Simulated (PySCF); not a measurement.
B3LYP has the VWN-RPA correlation part, as in Gaussian. 

## HBr₂Si, SMILES `Br[SiH]Br` (charge 0, multiplicity 2)

These are B3LYP-D3(BJ)/def2-TZVP in PySCF 2.14.0 values and carry that method's errors.

```
Property                                               Value
-----------------------------  -----------------------------
highest occupied spin orbital                       -6.50 eV
dipole moment                                         1.00 D
total energy                                   -147990.35 eV
cost                           very roughly 2.9 core-minutes
```

```xyz
4

Br     1.8483    -0.8648    -0.1231
Si    -0.0019     0.2271     0.4863
Br    -1.8367    -0.8886    -0.1266
H     -0.0096     1.5263    -0.2365
```
Charge 0, spin multiplicity 2.
